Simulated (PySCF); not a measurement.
Molecule: C3H9Si (charge 0, doublet). It need not be the lowest isomer of its formula. 
Geometry from a B3LYP-D3(BJ)/def2-TZVP (Ansatz) optimisation:
```xyz
13

Si     0.0955    -0.0336     0.4187
C      1.6593    -0.3421    -0.5896
C     -1.2169    -1.3179    -0.0122
C     -0.5612     1.7019     0.0807
H      2.4368     0.3857    -0.3516
H      2.0623    -1.3393    -0.4047
H      1.4404    -0.2616    -1.6603
H     -0.8616    -2.3313     0.1823
H     -1.4762    -1.2512    -1.0748
H     -2.1300    -1.1637     0.5652
H     -0.8113     1.8111    -0.9805
H     -1.4635     1.9062     0.6597
H      0.1795     2.4637     0.3299
```
Charge 0, spin multiplicity 2.

Dispersion corrections to the total energy (kcal/mol) from the dftd3 and dftd4 libraries through PySCF: D3(BJ) without and D4 with the three-body term, each with the damping fitted for the functional named.

| functional | D3(BJ) | D4 |
|---|---|---|
| TPSSh | -7.16 | ___ |
| PBE | -6.15 | ___ |
| B2PLYP | -5.08 | -4.03 |
| HF | -48.29 | -20.53 |
| TPSS | -7.77 | -7.79 |
| CAM-B3LYP | -4.91 | ___ |
| HSE06 | -4.13 | -4.54 |

### Question
Fill in the missing entries.

### Answer

- TPSSh, D4: -7.08
- PBE, D4: -5.78
- CAM-B3LYP, D4: -4.93
